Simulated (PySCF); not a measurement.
C3H6NPTe.
SMILES with atom numbers: `[CH3:1][P@H:2](=[Te:3])[CH2:4][C:5]#[N:6]` (hydrogens: H7, H8, H9 on C1; H10 on P2; H11, H12 on C4)

Method used: PBE0-D3(BJ)/def2-SVP geometry optimisation, gas phase, def2 core potentials past Kr in PySCF.

List the bond lengths, angles and torsions at this level.

| bond | length (Å) | order |
| --- | --- | --- |
| C1–P2 | 1.819 | single |
| P2=Te3 | 2.331 | double |
| P2–C4 | 1.861 | single |
| C4–C5 | 1.448 | single |
| C5≡N6 | 1.158 | triple |
| C1–H7, C1–H8, C1–H9 | 1.099 | single |
| P2–H10 | 1.422 | single |
| C4–H11 | 1.102 | single |
| C4–H12 | 1.100 | single |

Bonds in one row agree within 0.01 Å and their mean is given. Orders are formal, as drawn. A selection of angles:
| angle | degrees |
| --- | --- |
| P2–C1–H7 | 111.1 |
| P2–C1–H8 | 108.0 |
| H7–C1–H8 | 110.2 |
| H7–C1–H9 | 110.6 |
| C1–P2–Te3 | 117.2 |
| C1–P2–C4 | 104.6 |
| C1–P2–H10 | 102.9 |
| Te3–P2–C4 | 113.0 |
| Te3–P2–H10 | 116.6 |
| C4–P2–H10 | 100.3 |
| P2–C4–C5 | 112.5 |
| P2–C4–H11 | 106.9 |
| P2–C4–H12 | 106.9 |
| C5–C4–H11 | 111.3 |
| C5–C4–H12 | 111.4 |
| H11–C4–H12 | 107.5 |
| C4–C5–N6 | 176.0 |

Dihedral angles: C1–P2–C4–C5 -52° (synclinal).

P2 (phosphorus bonded to 2 C, Te and H) is distorted tetrahedral (angles from 100.3° to 117.2°). Of the pairs four or more bonds apart, C5···H7 is among the closest relative to their van der Waals radii: 2.78 Å, 96 % of the sum of Bondi's values. The 2 C–P bonds span 1.819 Å (C1–P2, drawn single) to 1.861 Å (P2–C4, drawn single), a spread of 0.042 Å.

Point group: C1 (no symmetry element, even within 0.4 Å). Stationary, but not proved a minimum. The numbers are those of one conformer.
